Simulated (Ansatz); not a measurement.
HfTe2⁺. The state is a doublet with charge 1. Geometry B3LYP-D4/def2-TZVP, that of the neutral singlet; atoms count from 1.

Cartesian coordinates in Å:
```
Hf -1.033 0.242 -1.189
Te 0.613 1.239 0.789
Te 0.421 -1.482 0.401
```

In the def2 sets Hf, Te take a core potential; there is no spin–orbit coupling. The charge 1 doublet is spin-contaminated (final ⟨S²⟩ up to 0.88, 0.75 for a pure state). The structure comes from a short search, and lower isomers may exist.

Q: Estimate the Mulliken populations from the PBE0/def2-TZVP orbitals of Ansatz.

A: 
```csv
atom,charge (e),spin (α − β),d electrons
Hf1,0.87,1.40,2.08
Te2,0.07,-0.20,–
Te3,0.07,-0.20,–
```
Mulliken values and Mayer orders depend strongly on the basis.

Q: Where does the spin sit?

A: Summed by element: Hf 1.40, Te -0.40, of 1 unpaired in all. Largest on single atoms: Hf1 1.40, Te3 -0.20, Te2 -0.20.

Q: And the Mayer bond orders between bonded heavy atoms (over 0.3)?

A: Hf1–Te2 1.53 (2.76 Å); Hf1–Te3 1.53 (2.76 Å); Te2–Te3 1.01 (2.76 Å).
